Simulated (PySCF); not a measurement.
# Antimony: a sound run and one with changed settings

Sound run: Sb⁺ [Kr] 4d10 5s2 5p2, Sb²⁺ [Kr] 4d10 5s2 5p1. All numbers are calculated (PySCF 2.14, scalar relativity through the core potential, in cc-pVTZ-PP with ECP28MDF). The sound run starts from symmetry-adapted Hartree-Fock orbitals and uses a fine grid where one is needed.

A second run was set up differently.

```
species  method  sound run (hartree)  changed run (hartree)  converged
    Sb⁺     UHF           -238.96184             -238.96126         no
    Sb⁺  r2SCAN           -239.97242             -239.97201         no
    Sb⁺  M06-2X           -239.82403             -239.82365         no
   Sb²⁺     UHF           -238.37372             -238.37353         no
   Sb²⁺  r2SCAN           -239.36052             -239.36033         no
   Sb²⁺  M06-2X           -239.22053             -239.22041         no
```

Q: What was changed?
A. minimal basis
B. a valence shell is frozen
C. too few SCF iterations
D. all electrons correlated in a valence basis

A: C. It used initial guess minao, at most 3 SCF cycles. The SCF was stopped early; the energies are upper bounds that still move, and correlated levels were skipped or rest on poor orbitals.
